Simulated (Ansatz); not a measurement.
`CC(=O)C(C)C(C)=O`, relaxed with RKS PBE0-D4/def2-TZVP in Ansatz from a GFN2-xTB geometry. The force threshold is 0.005 eV/Å; the program also tests the step.

The species carries charge 0 and has multiplicity 1.

Start:

```xyz
18

C    -1.790    0.704   -0.955
C    -1.009    0.709    0.323
O    -1.508    0.855    1.411
C     0.487    0.427    0.190
C     1.129    0.969   -1.082
C     0.545   -1.102    0.241
C     0.658   -1.661    1.628
O     0.458   -1.772   -0.755
H    -1.559   -0.202   -1.512
H    -2.854    0.749   -0.738
H    -1.512    1.559   -1.567
H     0.976    0.832    1.080
H     2.208    0.843   -1.023
H     0.775    0.424   -1.952
H     0.915    2.028   -1.203
H    -0.058   -1.161    2.278
H     0.480   -2.733    1.621
H     1.658   -1.468    2.014
```

```tsv
step	energy (eV)	largest force (eV/Å)	largest move (Å)
1	-10471.5670	0.395	0.000
2	-10471.5859	0.170	0.047
3	-10471.5892	0.051	0.038
4	-10471.5895	0.090	0.016
5	-10471.5900	0.020	0.007
6	-10471.5903	0.015	0.014
7	-10471.5904	0.017	0.017
8	-10471.5905	0.011	0.010
9	-10471.5905	0.007	0.007
10	-10471.5905	0.014	0.006
11	-10471.5905	0.004	0.002
```

End:

```xyz
18

C    -1.823    0.712   -0.947
C    -1.004    0.726    0.309
O    -1.488    0.923    1.396
C     0.489    0.420    0.175
C     1.132    0.961   -1.089
C     0.596   -1.106    0.256
C     0.649   -1.684    1.637
O     0.606   -1.781   -0.742
H    -1.614   -0.193   -1.524
H    -2.880    0.770   -0.695
H    -1.552    1.561   -1.580
H     0.948    0.840    1.073
H     2.209    0.786   -1.066
H     0.740    0.460   -1.974
H     0.967    2.036   -1.184
H    -0.114   -1.221    2.268
H     0.523   -2.765    1.602
H     1.618   -1.444    2.085
```

Run time 24 s (2 threads of an AMD EPYC 7R13 on a shared host and a share of an NVIDIA H100 80 GB); peak host memory 0.97 GiB.
